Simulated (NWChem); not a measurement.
Species: C3H5 cation

```xyz
8

C      0.0015    -1.3824     0.0019
C     -0.0478    -0.1095    -0.0008
C     -0.0495     1.2914     0.0016
H     -0.9293    -1.9724    -0.0818
H      0.9584    -1.9266     0.0843
H      1.0466     1.5132     0.1004
H     -0.3676     1.7347    -0.9575
H     -0.5328     1.7310     0.8909
```
Atoms are numbered in this order, from 1.

Results from NWChem. The geometry was optimised at PBE0/def2-SVP. Level: B3LYP/def2-SVP with COSMO at NWChem's default radii, gas-phase geometry; rows give the dielectric constant. Reactions with the solvent are ignored.

For dielectric constant 37.5:

electrostatic solvation energy (kcal/mol): -63.2

**Question.** Estimate the same quantities for dielectric constant 7.6.

**Answer.** 
- electrostatic solvation energy (kcal/mol): -56.4
